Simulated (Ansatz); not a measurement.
A geometry optimisation of GaH6PSi2 with r2SCAN-D4/def2-SVP

The starting geometry of this gas-phase singlet was built from a drawn formula by distance geometry; its bonds are those of `[SiH2]=[SiH][PH][GaH2]`.

```xyz
10

Ga   -1.3887   -1.4714    0.7929
P    -0.7393    0.6456    0.8658
Si    1.2835    0.8758   -2.2552
Si    0.9780    1.3605   -0.2955
H     2.4242    1.3899   -2.9332
H    -0.0021    0.7479   -3.0525
H     1.7435    2.5636    0.1668
H    -1.5748    1.7508    1.1381
H    -2.4507   -1.5063   -0.4597
H    -2.0497   -2.2981    2.0482
```

Predict what it relaxes into with r2SCAN-D4/def2-SVP.

New bonds form, giving a structure given below by its coordinates. Distances that change by over a tenth: Ga1–P2 (2.22 → 2.52 Å), Si3–Si4 (2.04 → 2.26 Å). Contacts that close: Ga1–Si3 (4.68 → 2.59 Å), Ga1–Si4 (3.85 → 2.65 Å).

The energy falls by 3.14 eV over 23 steps:

```csv
step,E − E(last) (eV)
1,3.145
3,1.506
6,1.001
8,0.821
11,0.565
13,0.351
16,0.050
18,0.008
21,0.000
23,0.000
```

Final geometry (Å):

```
atom    x (Å)    y (Å)    z (Å)
  Ga  -0.7096  -0.7389   0.1257
   P  -1.2312   1.3963   1.3527
  Si   0.5075   0.4561  -1.8242
  Si   0.5793   1.5747   0.1346
   H   1.8214   0.1750  -2.4757
   H  -0.5200   0.9186  -2.7995
   H   1.7869   1.1934   0.9370
   H  -2.0790   1.7773   0.2631
   H  -2.0342  -0.9420  -0.6698
   H   0.1029  -1.7524   0.9717
```

No frequencies were run, so the end isn't proven a minimum. Run with Ansatz 0.2.0, 88 s on 2 threads of Arm Neoverse V2, on a shared host.
